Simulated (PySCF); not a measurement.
Choosing a molecule for a target property.

All species are isolated and taken at one optimised geometry, non-relativistic unless stated. Electronic properties by PySCF.

The conformers computed, where there is a choice (atom-mapped SMILES and torsion angles):
- `[Cl:1][CH2:2][C:3]1=[CH:4][CH:5]=[CH:6][CH2:7][CH2:8]1`: Cl1–C2–C3–C4 -108°
- `[CH2:1]=[CH:2][c:3]1[cH:4][n:5][n:6][n:7]1[CH3:8]`: C1–C2–C3–C4 0°
- `[cH:1]1[cH:2][n:3][n:4]([CH:5]2[CH2:6][CH2:7]2)[n:8]1`: N3–N4–C5–C6 145°
- `[CH2:1]=[CH:2][CH2:3][n:4]1[n:5][cH:6][cH:7][n:8]1`: C1–C2–C3–N4 125°, C2–C3–N4–N5 -101°
- `[CH2:1]=[N:2][c:3]1[cH:4][cH:5][n:6]([CH3:7])[n:8]1`: C1–N2–C3–C4 161°

The conformers of `F[C@@H]1CC[C@H](F)[SiH2]1` aren't listed.

(1) Wanted: static isotropic polarisability between 76 au and 90 au (CAM-B3LYP/def2-SVPD) and HOMO–LUMO gap below 9 eV (CAM-B3LYP/def2-SVPD), at GFN2-xTB geometries. Which candidate meets both?
A. `ClCC1=CC=CCC1`
B. `F[C@@H]1CC[C@H](F)[SiH2]1`
C. `c1cnn(C2CC2)n1`
D. `C=Cc1cnnn1C`
E. `C=CCn1nccn1`

(2) Wanted: HOMO energy above -7.56 eV (CAM-B3LYP/def2-SVPD) and electronic spatial extent ⟨r²⟩ about the centre of nuclear charge above 1100 bohr² (CAM-B3LYP/def2-SVPD), at GFN2-xTB geometries. Which candidate meets both?
A. `C=Nc1ccn(C)n1`
B. `n1n(ncc1)CC=C`
C. `C1=NN(C2CC2)N=C1`
D. `ClCC1=CC=CCC1`
E. `C=CC1=CN=NN1C`
F. `C1C=CC[C@H](C=1Cl)C`

(3) Wanted: smallest rotational constant above 1.34 GHz (GFN2-xTB) and lowest singlet excitation above 4.6 eV (TDDFT CAM-B3LYP/def2-SVPD), at GFN2-xTB geometries. Which candidate meets both?
A. `C=Nc1ccn(C)n1`
B. `ClCC1=CC=CCC1`
C. `n1(C2CC2)nccn1`
D. `C=Cc1cnnn1C`

(4) Wanted: lowest triplet excitation (Tamm–Dancoff) below 3.4 eV (TDA CAM-B3LYP/def2-SVPD) and dipole moment above 2.5 D (CAM-B3LYP/def2-SVPD), at GFN2-xTB geometries. Which candidate meets both?
A. `C=Cc1cnnn1C`
B. `c1cnn(C2CC2)n1`
C. `C1CCC(CCl)=CC=1`
D. `C=Nc1ccn(C)n1`
E. `C=CCn1nccn1`

Answers

(1) D. Computed values:
| species | static isotropic polarisability | HOMO–LUMO gap |
| --- | --- | --- |
| F[C@@H]1CC[C@H](F)[SiH2]1 | 71.8 au | 10.38 eV |
| c1cnn(C2CC2)n1 | 74.6 au | 9.50 eV |
| C=CCn1nccn1 | 77.6 au | 9.74 eV |
| C=Cc1cnnn1C | 81.1 au | 7.85 eV |
| ClCC1=CC=CCC1 | 95.7 au | 7.53 eV |

(2) F. Computed values:
| species | HOMO energy | electronic spatial extent ⟨r²⟩ about the centre of nuclear charge |
| --- | --- | --- |
| n1n(ncc1)CC=C | -8.96 eV | 1001 bohr² |
| C1=NN(C2CC2)N=C1 | -8.51 eV | 885 bohr² |
| C=CC1=CN=NN1C | -8.11 eV | 917 bohr² |
| C=Nc1ccn(C)n1 | -7.87 eV | 972 bohr² |
| ClCC1=CC=CCC1 | -7.62 eV | 1335 bohr² |
| C1C=CC[C@H](C=1Cl)C | -7.50 eV | 1133 bohr² |

(3) C. Computed values:
```csv
species,smallest rotational constant,lowest singlet excitation
ClCC1=CC=CCC1,0.862 GHz,4.68 eV
C=Nc1ccn(C)n1,1.209 GHz,4.48 eV
C=Cc1cnnn1C,1.283 GHz,5.22 eV
n1(C2CC2)nccn1,1.402 GHz,6.31 eV
```

(4) A. Computed values:
```csv
species,lowest triplet excitation (Tamm–Dancoff),dipole moment
C1CCC(CCl)=CC=1,2.82 eV,2.18 D
C=Cc1cnnn1C,3.24 eV,4.76 D
C=Nc1ccn(C)n1,3.47 eV,2.91 D
C=CCn1nccn1,4.52 eV,0.40 D
c1cnn(C2CC2)n1,4.78 eV,0.62 D
```
